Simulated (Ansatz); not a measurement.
## Changing the shape of RbH, singlet

Program: Ansatz, Gaussian basis, development build. Basis cc-pwCVTZ-X2C on Rb, cc-pVTZ-DK on H, scalar X2C without spin–orbit coupling, 9 orbitals frozen in the corrections; active space CAS(2,2). Restricted Hartree–Fock, then the lowest state-specific CASSCF solution met for each case. On stretched bonds single-reference methods can fail or change state. Solutions in different active orbitals can move differences by tenths of an eV and at times more than 1 eV.

Case A: bond length 2.7220 Å.

Case B: bond length 2.3670 Å.

Energy less that of case A, in eV:

| case | RHF/ROHF | CASSCF |
| --- | --- | --- |
| B | -0.085 | -0.038 |

**Question.** What does SC-NEVPT2 give for these differences?

**Answer.** B: -0.127 eV (-2.9 kcal/mol).
